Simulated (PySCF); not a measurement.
## Does the structure fit the spectrum?

A compound C7H12 gives the data below (simulated from a calculation) and was assigned the structure `C=C1CCCCC1`.

$^{13}$C{$^{1}$H} NMR (computed): δ 160.9 (C), 147.8 (CH), 122.5 (CH2), 119.3 (CH2), 29.2 (CH), 23.6 (CH3, 2C).

$^{1}$H NMR (600 MHz, computed): δ 6.48 (dd, J = 19.0, 12.3 Hz, 1H), 5.49 (dd, J = 19.0, 1.0 Hz, 1H), 5.38 (dq, J = 12.3, 1.2 Hz, 1H), 5.32 (q, J = 1.6 Hz, 1H), 5.26 (t, J = 1.4 Hz, 1H), 2.43 (sept of d, J = 7.6, 1.6 Hz, 1H), 1.09 (d, J = 7.6 Hz, 6H).

One computed conformer, one averaged value for each set of equivalent atoms, non-relativistic Hamiltonian, in vacuum. Shielding tensors at PBE0/pcSseg-1 (GIAO); coordinates at the PBE0-D3(BJ)/def2-SVP level; B3LYP/pcJ-1 coupling constants (without the spin–dipole term); PySCF 2.14.

Chemical shifts δ = σref − σ; $^{1}$H (31.27 ppm), $^{13}$C (184.41 ppm) against TMS, all at this level.

**Question.** Compare with the shifts computed for the proposed structure, pairing carbons in order of shift.

**Answer.** Numbering as in the mapped SMILES `[CH2:1]=[C:2]1[CH2:3][CH2:4][CH2:5][CH2:6][CH2:7]1` (H(Xn): hydrogen on atom n).

| atom | computed for proposal | given list | difference |
| --- | --- | --- | --- |
| C2 | 158.1 | 160.9 | -2.8 |
| C1 | 114.6 | 147.8 | -33.2 |
| C3 | 38.3 | 122.5 | -84.2 |
| C7 | 38.3 | 119.3 | -81.0 |
| C4 | 30.9 | 29.2 | +1.7 |
| C6 | 30.9 | 23.6 | +7.3 |
| C5 | 28.7 | 23.6 | +5.1 |

The rms difference is 46.0 ppm and the largest -84.2 ppm at C3 (allylic sp3 CH2). The proposal also would give 5 carbon signals, not 6. The carbon types in order of shift don't match either: C, CH2, CH2, CH2, CH2, CH2, CH2 for the proposal against C, CH, CH2, CH2, CH, CH3, CH3 in the data. The proposal doesn't fit.

**Question.** Which isomer fits?

**Answer.** `C=CC(=C)C(C)C`.

Carbon types of the structure: 1 × C, 2 × CH, 2 × CH2, 2 × CH3, which accounts for all hydrogens. δC 160.9: fully substituted alkene carbon; as expected for a trigonal carbon in a double bond. δC 147.8: alkene CH; an sp2 carbon of a C=C bond. δC 122.5, 119.3: terminal =CH2 carbon; an sp2 carbon of a C=C bond. δH 2.43: hydrogen on an allylic sp3 CH; allylic position. The protons at 5.49 and 6.48 share a coupling of 19.0 Hz (vicinal, trans across C=C). The protons at 5.38 and 6.48 share a coupling of 12.3 Hz (vicinal, cis across C=C). The protons at 2.43 and 1.09 share a coupling of 7.6 Hz (vicinal).

Other isomers checked: C=C(CC)C1CC1 (rms 54.5 ppm); C1CC2(C1)CCC2 (rms 76.3 ppm).

The data come from this structure; uniqueness wasn't tested.

Splittings below 1 Hz are ignored in the labels, and close J values are merged. Unscaled 3J(H,H) at this level run about 10 % above measured values. Shifts are as computed. Against solution values, carbons near 30 ppm lie about +2 ppm off and those near 130 ppm about +5 ppm. Of 1211 compounds with measured shifts, 218 miss one by over three times the rms of a fit or turn the order of signals round; such compounds aren't used in these exercises.
